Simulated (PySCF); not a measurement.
**Adding and removing an electron: InP**

UHF-CCSD(T); PySCF, scalar-relativistic core potentials, basis sets In def2-SVPD with ECP28, P def2-SVPD. Neutral (UHF): triplet (π ↑↑), Re = 2.694 Å, ωe = 248 cm⁻¹, De = 1.53 eV.

InP⁺ (UHF): quartet (σ ↑, π ↑↑), Re = 3.203 Å, ωe = 87.4 cm⁻¹, De = 0.29 eV to In⁺ + P. The energies at the minima are -530.01673 hartree for InP and -529.77038 for InP⁺.

(1) Work out the adiabatic ionisation energy, without and with harmonic zero-point energies (1 hartree = 27.2114 eV, 1 eV = 8065.5 cm⁻¹), and the change of the bond length.

Correlated steps freeze 9 core orbitals. Weak bonds: InP⁺. Basis-set superposition, not corrected here, can be much of De in a small basis, most of all at correlated wavefunction levels. Spin–orbit coupling is left out, which matters for elements this heavy, above all for dissociation energies. For an ion De counts to the pair picked by the measured ionisation energies or electron affinities, which need not be the lowest pair at this level. States were picked by a PBE0 search and need not be the measured ground states.

Results:

(1) At UHF-CCSD(T): 0.24635 hartree = 6.704 eV between the minima; the zero-point term (87.4 − 248.0)/2 cm⁻¹ = -0.010 eV makes it 6.694 eV. Re changes by +50.9 pm against the neutral. The electron leaves a σ orbital, and the ion is left as a loose complex of an ion and an atom.
